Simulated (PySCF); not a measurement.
CdHBr, SMILES [Br][CdH]. Atoms are numbered in the order given.

```xyz
3

Cd     0.0000     0.0000    -0.9978
H      0.0000     0.0000    -2.6564
Br     0.0000     0.0000     1.4443
```

The structure is a stationary point at B3LYP-D3(BJ)/def2-TZVP. The def2 effective core potentials stand for the cores of Cd; spin–orbit coupling is left out.

These are B3LYP/def2-TZVPD (PySCF) values and carry that method's errors.

Mulliken values depend strongly on the basis, most of all with diffuse functions as here. ESP charges are fitted to the potential on shells at 1.4 to 2.0 van der Waals radii. Atomic charges (e):

| atom | Mulliken | ESP fit |
|---|---|---|
| Cd1 | 0.42 | ? |
| H2 | -0.06 | ? |
| Br3 | -0.36 | ? |

**Question.** Complete the blanks. (Estimate from the structure and the level; the computed values follow.)

**Answer.** 
- Cd1, ESP fit: 0.56
- H2, ESP fit: -0.21
- Br3, ESP fit: -0.36
